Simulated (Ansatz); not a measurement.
Cost and result for the atomization energy of `C[C]1(F)[CH2][GeH2]1` (12 atoms, 12 bonds).

```xyz
12

C     0.9868   -1.0294    0.6353
C     0.5101    0.1258   -0.1843
F     1.5631    0.7460   -0.8209
C    -0.4743    1.0945    0.4261
Ge   -1.2316    0.1112   -1.0904
H     1.6557   -0.6755    1.4282
H     1.5250   -1.7492    0.0170
H     0.1437   -1.5416    1.1033
H    -0.7964    0.9033    1.4449
H    -0.2620    2.1393    0.2216
H    -2.2019   -1.0300   -0.8059
H    -1.4183    0.9057   -2.3748
```

Charge 0, multiplicity 1. Correlated methods include outer-core shells of Ge, which these sets cover unevenly. Scalar relativity is left out up to krypton. Geometry: relaxed with PBE0-D4/def2-TZVP. Program: Ansatz. All runs use 4 threads of a server CPU on a shared host. Times are those of one run each, without the atoms' runs, and a repeat can differ threefold. Electronic energies, without spin–orbit coupling; frozen cores. CCSD(T)/CBS adds CCSD(T) − MP2 in def2-TZVPP to the MP2 limit, and its time is that of the two runs behind it. T1 = 0.011. With those shells the extrapolation isn't a true limit. HSE06 is the plane-wave form, built on full-range PBE exchange.

CCSD(T)/CBS is a level of theory with its own doubt, some kJ/mol a heavy atom from the limit and from the frozen cores, so smaller differences don't rank the functionals.

```csv
level,functions,wall time,atomization (kcal/mol),difference from CCSD(T)/CBS,per bond
revPBE-D4/def2-TZVPP,270,2.7 s,1032.6,-6.0,-0.5
PBE0-D4/def2-TZVPP,270,4 s,1041.6,3.0,0.2
BHLYP-D4/def2-TZVPP,270,4.3 s,1003.4,-35.2,-2.9
HSE06-D4/def2-TZVPP,270,4.5 s,1042.1,3.5,0.3
r2SCANh-D4/def2-TZVPP,270,7.5 s,1035.5,-3.1,-0.3
B2PLYP/def2-TZVPP,270,9 s,1023.9,-14.7,-1.2
ωB97X-V/def2-TZVPP,270,11 s,1039.8,1.2,0.1
B97M-V/def2-TZVPP,270,13 s,1042.2,3.6,0.3
CCSD(T)/def2-SVP,123,15 s,987.5,-51.1,-4.3
ωB97M-V/def2-TZVPP (with forces),270,17 s,1036.3,-2.3,-0.2
MP2/def2-QZVPP,527,49 s,1042.7,4.1,0.3
CCSD(T)/def2-TZVPP,270,6.5 min,1014.9,-23.7,-2.0
CCSD(T)/CBS(def2),–,7.4 min,1038.6,0.0,0.0
```

In def2-TZVPP, CCSD(T) changes the Hartree–Fock value by +265.9 kcal/mol (the triples alone add +16.1 kcal/mol) and MP2 by +279.8 kcal/mol; breaking electron pairs costs correlation energy, which Hartree–Fock lacks. At CCSD(T), def2-SVP lies −51.1 kcal/mol from the extrapolated value and def2-TZVPP −23.7 kcal/mol: correlation converges slowly with the basis, and small sets miss more of it in the bonded molecule than in its fragments. The D4 term adds +9.1 kcal/mol with B3LYP and +4.7 kcal/mol with PBE0; it sums over pairs of atoms, weighted by their polarisabilities, and B3LYP, whose exchange is more repulsive, gets the larger term.

B3LYP here is the variant with VWN-RPA as its local correlation; programs differ in this.
